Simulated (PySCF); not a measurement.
Pb(Cl)(OH) (ClHOPb), SMILES [OH][Pb][Cl] (connectivity only; charge and spin as stated), neutral, multiplicity 1. Geometry optimised at B3LYP-D3(BJ)/def2-TZVP. The def2 effective core potentials stand for the cores of Pb; spin–orbit coupling is left out. Other conformers were not sampled.

These are B3LYP-D3(BJ)/def2-TZVP (PySCF) values and carry that method's errors.

Harmonic wavenumbers (cm⁻¹): 135, 303, 346, 526, 698, 3799. Rotational constants (GHz): 7.460, 2.577, 1.916; symmetry number 1.

Work out the zero-point energy and the ideal-gas rigid-rotor harmonic-oscillator thermochemistry at 298.15 K and 1 atm.

ZPE = ½ Σ hcν = ½ × 5806 cm⁻¹ = 34.73 kJ/mol. H − E(el) = 49.30 kJ/mol. Entropy in J/(mol K): translation 178.08, rotation 111.17, vibration 26.60, total 315.86. G − E(el) = -44.88 kJ/mol. Cp = 63.37 J/(mol K). Modes under 150 cm⁻¹ make the vibrational entropy uncertain.
